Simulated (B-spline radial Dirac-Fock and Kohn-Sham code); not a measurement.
**Electron momentum distribution of Au⁵⁷⁺: Compton profiles**

System: gold as Au⁵⁷⁺ in the configuration 1s2 2s2 2p6 3s2 3p6 3d4.

Method: the impulse approximation on relativistic Hartree-Fock (Dirac-Fock) wave functions, averaged over the configuration. Computed with an atomic code on a B-spline grid. pz is in atomic units of momentum; subshell profiles are per electron, for a selection of subshells; open shells are spread over both j values by their weights.

```tsv
pz	J total	J 2p1/2	J 3p1/2	J 3p3/2	J 3d5/2
4.9	0.6043	0.0159	0.0377	0.0397	0.0279
6.6	0.5461	0.0159	0.0343	0.0353	0.0275
9	0.4519	0.0157	0.0267	0.0261	0.0260
12	0.3401	0.0151	0.0160	0.0142	0.0222
16	0.2306	0.0138	0.00619	0.00498	0.0151
22	0.1388	0.0110	0.00191	0.00210	0.00660
30	0.07700	0.00711	0.00167	0.00190	0.00179
```

Q: What is the peak value J(0), and which subshell contributes most to it?

A: J(0) = 0.6823. The 3p3/2 subshell gives the largest part, 25 %.

Mean momentum ⟨p⟩ by subshell (a.u.): 1s1/2 85.3, 2s1/2 30.7, 2p1/2 40.2, 2p3/2 34.9, 3s1/2 16.5, 3p1/2 19.5, 3p3/2 18.0, 3d3/2 21.5, 3d5/2 20.9.
